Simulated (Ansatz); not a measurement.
CdCl4⁻, that is [CdCl4]2- with one electron fewer, relaxed as a doublet with UKS PBE0-D4/def2-SVPD in Ansatz, starting from the PBE0-D4/def2-SVPD geometry of the charge -2 singlet. Force threshold 0.02 eV/Å.

In the def2 sets Cd takes a core potential; there is no spin–orbit coupling. In the charge -1 doublet, Cl3 and Cl4 lie 2.66 Å apart (atoms count from 1), so these atoms are partly bonded to each other. The relaxation made no stability test and no search for a lower SCF solution.

Start:

```csv
atom,x (Å),y (Å),z (Å)
Cd1,0.000,0.000,0.000
Cl2,2.130,-1.143,-0.786
Cl3,0.513,2.410,0.625
Cl4,-0.919,-1.224,2.029
Cl5,-1.724,-0.043,-1.868
```

```json
{"step": "1", "energy (eV)": "-54628.8831", "largest force component (eV/Å)": "0.436", "SCF passes": "124"}
{"step": "2", "energy (eV)": "-54628.9848", "largest force component (eV/Å)": "0.095", "SCF passes": "33"}
{"step": "3", "energy (eV)": "-54629.0214", "largest force component (eV/Å)": "0.078", "SCF passes": "34"}
{"step": "4", "energy (eV)": "-54629.0275", "largest force component (eV/Å)": "0.016", "SCF passes": "31"}
{"step": "5", "energy (eV)": "-54629.0278", "largest force component (eV/Å)": "0.002", "SCF passes": "31"}
{"step": "6", "energy (eV)": "-54629.0279", "largest force component (eV/Å)": "0.004", "SCF passes": "32"}
{"step": "7", "energy (eV)": "-54629.0284", "largest force component (eV/Å)": "0.007", "SCF passes": "34"}
{"step": "8", "energy (eV)": "-54629.0304", "largest force component (eV/Å)": "0.017", "SCF passes": "38"}
{"step": "9", "energy (eV)": "-54629.0322", "largest force component (eV/Å)": "0.023", "SCF passes": "36"}
{"step": "10", "energy (eV)": "-54629.0459", "largest force component (eV/Å)": "0.271", "SCF passes": "42"}
{"step": "11", "energy (eV)": "-54629.3193", "largest force component (eV/Å)": "1.021", "SCF passes": "42"}
{"step": "12", "energy (eV)": "-54629.5973", "largest force component (eV/Å)": "0.247", "SCF passes": "24"}
{"step": "13", "energy (eV)": "-54629.6179", "largest force component (eV/Å)": "0.204", "SCF passes": "21"}
{"step": "14", "energy (eV)": "-54629.6324", "largest force component (eV/Å)": "0.068", "SCF passes": "23"}
{"step": "15", "energy (eV)": "-54629.6344", "largest force component (eV/Å)": "0.018", "SCF passes": "22"}
```

Force components are those of the run's own axes.

End:

Cartesian coordinates in Å:
```
Cd 0.069 -0.201 -0.450
Cl 2.251 -1.114 -0.873
Cl 0.186 1.899 1.170
Cl -0.684 -0.445 2.084
Cl -1.822 -0.139 -1.932
```

By distances, no bond broke or formed. The bond that changes most is Cd1–Cl5, from 2.54 to 2.40 Å (atoms count from 1).

The force fell under the threshold at step 4, but the optimiser went on and released 0.607 eV more. No frequencies were taken in this run, so the end may be a saddle point.

Run time 75 s (4 threads of Arm Neoverse V1 on a shared host), peak host memory 0.72 GiB.
